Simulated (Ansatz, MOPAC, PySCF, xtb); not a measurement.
Dimer: HF (SMILES F) (first 2 atoms) with CH3Br (SMILES CBr); geometry from B3LYP-D3(BJ)/def2-TZVP, rigid monomers moved along the line of their centres of mass till H2···Br4 is 4.25 Å.
(charge 0, multiplicity 1):
```
atom    x (Å)    y (Å)   z (Å)
----  -------  -------  ------
F     -0.0394  -0.1485  0.6416
H     -0.0625  -0.6487  1.4319
C     -0.3394   0.7840  5.7048
Br    -0.2612  -1.1796  5.6390
H     -1.2779   1.0501  6.1771
H     -0.2896   1.1372  4.6813
H      0.5113   1.1176  6.2875
```

Interaction energies are E(AB) − E(A) − E(B) at the monomers' geometry in the complex; basis-set methods are counterpoise corrected. Rows marked so take none.

Correlated levels freeze the cores. Filled d and f shells under p-block atoms count as core. CBS: X⁻³ extrapolation of the correlation energy, Hartree–Fock from the larger set. Rows in 3-21G carry no dispersion term and start afresh at each structure; the Pople sets are all-electron and without relativity. The state reached by AM1 isn't checked.

Codes used: Ansatz (a first-principles code) with Gaussian orbitals; MOPAC for AM1 (differences of heats of formation); PySCF for 3-21G rows; xtb for the GFN methods. Values without a source in brackets are computed.

```json
[
 {"level": "GFN-FF", "interaction energy (kcal/mol)": "-0.54"},
 {"level": "AM1", "interaction energy (kcal/mol)": "-0.36"},
 {"level": "GFN2-xTB", "interaction energy (kcal/mol)": "-0.79"},
 {"level": "B3LYP/3-21G (no counterpoise)", "interaction energy (kcal/mol)": "-0.57"},
 {"level": "B3LYP/def2-TZVPPD", "interaction energy (kcal/mol)": "[?]"},
 {"level": "PBE0/def2-TZVPPD", "interaction energy (kcal/mol)": "[?]"},
 {"level": "wB97X-V/def2-TZVPPD", "interaction energy (kcal/mol)": "-0.80"},
 {"level": "MP2/aug-cc-pVTZ", "interaction energy (kcal/mol)": "-0.79"},
 {"level": "CCSD(T)/CBS(aug-cc-pVDZ, aug-cc-pVTZ)", "interaction energy (kcal/mol)": "-0.81"}
]
```

Problem. Complete the blanks.

Solution. 
- B3LYP/def2-TZVPPD, interaction energy (kcal/mol): -0.63
- PBE0/def2-TZVPPD, interaction energy (kcal/mol): -0.74
